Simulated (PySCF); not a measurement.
Species: C8H16O.
Numbering: `[CH3:1][O:2][CH2:3][CH:4]1[CH2:5][CH2:6][CH2:7][CH2:8][CH2:9]1` (hydrogens: H10, H11, H12 on C1; H13, H14 on C3; H15 on C4; H16, H17 on C5; H18, H19 on C6; H20, H21 on C7; H22, H23 on C8; H24, H25 on C9)

The same species was optimised twice, with GFN2-xTB and with PBE0-D3(BJ)/def2-SVP (PySCF), and the same property calculations (PySCF, gas phase) were run on both structures.

| coordinate | GFN2-xTB | PBE0-D3(BJ)/def2-SVP | change |
| --- | --- | --- | --- |
| O2–C3 (Å) | 1.410 | 1.397 | -0.013 |
| C3–C4 (Å) | 1.528 | 1.516 | -0.012 |
| C1–O2 (Å) | 1.401 | 1.390 | -0.011 |
| C8–C9 (Å) | 1.526 | 1.525 | -0.001 |
| C5–C6 (Å) | 1.525 | 1.524 | -0.001 |
| C4–C5 (Å) | 1.529 | 1.528 | -0.001 |
| C4–C9 (Å) | 1.528 | 1.528 | 0.000 |
| C6–C7 (Å) | 1.526 | 1.525 | -0.001 |
| C7–C8 (Å) | 1.525 | 1.525 | 0.000 |
| C3–C4–C5 (°) | 110.7 | 111.8 | +1.1 |
| C4–C5–C6 (°) | 110.8 | 111.8 | +1.0 |
| C4–C9–C8 (°) | 110.7 | 111.8 | +1.1 |
| C5–C6–C7 (°) | 110.4 | 111.4 | +1.0 |
| C7–C8–C9 (°) | 110.6 | 111.6 | +1.0 |
| C6–C7–C8 (°) | 110.3 | 111.3 | +1.0 |
| C5–C4–C9 (°) | 110.1 | 110.8 | +0.7 |
| O2–C3–C4 (°) | 109.1 | 109.7 | +0.6 |
| C1–O2–C3–C4 (°) | 179 | 177 | -2 |
| O2–C3–C4–C5 (°) | -64 | -60 | +4 |

Rotational constants: A = 3831, B = 825.8, C = 719.7 MHz (GFN2-xTB) against A = 3803, B = 827.6, C = 718.6 MHz (PBE0-D3(BJ)/def2-SVP). Point groups within 0.08 Å: C1 and C1.

On the GFN2-xTB structure: HOMO (eV) -7.26 [PBE0/pcSseg-1]; LUMO (eV) 1.61 [PBE0/pcSseg-1]; dipole (D) 1.09 [PBE0/pcSseg-1]; GIAO shielding of C1 (ppm) 125.4 [PBE0/pcSseg-1]; GIAO shielding of O2 (ppm) 309.9 [PBE0/pcSseg-1]; GIAO shielding of C3 (ppm) 102.9 [PBE0/pcSseg-1]; GIAO shielding of C4 (ppm) 144.1 [PBE0/pcSseg-1]; GIAO shielding of C5/C9 (mean) (ppm) 153.1 [PBE0/pcSseg-1]; GIAO shielding of C6/C8 (mean) (ppm) 156.8 [PBE0/pcSseg-1]; GIAO shielding of C7 (ppm) 155.9 [PBE0/pcSseg-1].

Question: What do these properties become on the PBE0-D3(BJ)/def2-SVP structure?

Answer: 
```csv
property,level,on GFN2-xTB,on PBE0-D3(BJ)/def2-SVP,change
HOMO (eV),PBE0/pcSseg-1,-7.26,-7.30,-0.04
LUMO (eV),PBE0/pcSseg-1,1.61,1.56,-0.05
dipole (D),PBE0/pcSseg-1,1.09,1.04,-0.05
"energy, GFN2-xTB geometry as zero (kcal/mol)",PBE0/pcSseg-1,0.0,-0.6,-0.6
GIAO shielding of C1 (ppm),PBE0/pcSseg-1,125.4,125.1,-0.3
GIAO shielding of O2 (ppm),PBE0/pcSseg-1,309.9,311.9,+2.0
GIAO shielding of C3 (ppm),PBE0/pcSseg-1,102.9,103.8,+0.9
GIAO shielding of C4 (ppm),PBE0/pcSseg-1,144.1,144.8,+0.7
GIAO shielding of C5/C9 (mean) (ppm),PBE0/pcSseg-1,153.1,152.5,-0.6
GIAO shielding of C6/C8 (mean) (ppm),PBE0/pcSseg-1,156.8,156.2,-0.6
GIAO shielding of C7 (ppm),PBE0/pcSseg-1,155.9,155.3,-0.6
```

The heavy atoms differ by 0.022 Å rms after alignment. Among bonds between heavy atoms O2–C3 and C3–C4 change most and about equally (-0.013 to -0.012 Å). Changes are differences of the printed values. Neither structure is proved a minimum here.
